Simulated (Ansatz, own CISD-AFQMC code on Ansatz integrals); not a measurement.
C2H5NO, SMILES `C/N=C/O` (N–C–O–H torsion 0°) (charge 0, multiplicity 1).

Cartesian coordinates (Å):
SMILES: O/C=N/C
```xyz
9

C     -1.3123     0.0977     0.1993
N      0.0405     0.5563    -0.0384
C      0.9560    -0.2964    -0.1326
O      2.2443     0.0347    -0.3525
H     -1.9608     0.4401    -0.6098
H     -1.3981    -0.9944     0.2754
H     -1.6899     0.5395     1.1238
H      0.8393    -1.3798    -0.0514
H      2.2809     1.0022    -0.4138
```
Charge 0, multiplicity 1.

Frozen-core correlation energies in cc-pVDZ at a geometry from B3LYP-D3(BJ)/def2-TZVP, on an HF energy of -207.95869 Ha (<S^2> = 0.00). Wave-function levels are from Ansatz, the walk from an own CISD-AFQMC code on Ansatz integrals (time step 0.005/Ha, trial state from CCSD amplitudes, largest double 0.09).

```tsv
level	correlation energy (mHa)
MP2	-625.2
CCSD	-658.6
CCSD(T)	-679.1
```

Question: What correlation energy does phaseless AFQMC give, and where does it lie among these levels?

Answer: -680.9 ± 0.4 mHa (one standard error). AFQMC minus each level: MP2 -55.6 mHa, CCSD -22.2 mHa, CCSD(T) -1.7 mHa.
